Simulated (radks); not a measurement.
Question: Method: scalar-relativistic Kohn-Sham, LB94 model potential, spin-polarised, spherical densities, finite nucleus; open shells are filled with parallel spins first; Fermi nuclear charge, rms radius of each element as measured or else 0.836 A^(1/3) + 0.57 fm; computed with a radial shooting solver on a logarithmic mesh with Libxc functionals. Response by self-consistent Sternheimer equations with the Hartree and adiabatic LDA kernel, the relativistic mass of each level held fixed and spin-orbit coupling left out. For heavy and open-shell atoms this level of theory can miss by tens of per cent. Rank Sc2+, Co8+, Cr5+, V4+, Ti3+, Mn6+, Ca+, Fe7+, K (NIST ground configurations) by static dipole polarisability, largest first.

Answer: K 181.0, Ca+ 58.19, Sc2+ 4.275, Ti3+ 2.260, V4+ 1.450, Cr5+ 1.016, Mn6+ 0.7493, Fe7+ 0.5723, Co8+ 0.4487 bohr^3.
